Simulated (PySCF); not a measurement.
Pm: ionisation energy

Pm [Xe] 4f5 6s2 [4f5/2^5, M_J = 5/2] → Pm⁺ [Xe] 4f5 6s1 [4f5/2^5 6s1/2^1, M_J = 2], as a difference of total energies. Computed with PySCF 2.14 in x2c-TZVPPall-2c, with the two-component X2C-1e Hamiltonian. Correlated levels: [Ar] 3d10 frozen; the 18 highest virtual spinors dropped. "Screened" scales the spin-orbit matrix elements by Boettger's factors to mimic the two-electron term; Breit and QED terms are absent.

| method | ionisation energy (eV) |
| --- | --- |
| GHF (spin-free) | 4.538 |
| GMP2 (spin-free) | 5.460 |
| GHF (screened spin-orbit) | 4.539 |
| GMP2 (screened spin-orbit) | 5.462 |

Question: How much does correlation contribute at GMP2 (screened spin-orbit)?

Answer: 5.462 − (4.539) = 0.923 eV, measured against GHF (screened spin-orbit).

The spin-free rows relax to the high-spin LS determinant and lack the spin-orbit shift.

The labels give the starting determinants; with spin-orbit coupling the two ends relaxed to ⟨J²⟩ = 13.18, ⟨L²⟩ = 29.88, ⟨S²⟩ = 8.71 and ⟨J²⟩ = 11.43, ⟨L²⟩ = 29.88, ⟨S²⟩ = 11.94.

The determinant of Pm and of Pm⁺ mixes levels of different J (the jj label is only the starting occupation), so the difference between spin-free and spin-orbit rows is not the physical spin-orbit shift.

For comparison: 5.582 eV (measured; NIST Atomic Spectra Database, ionization energies).
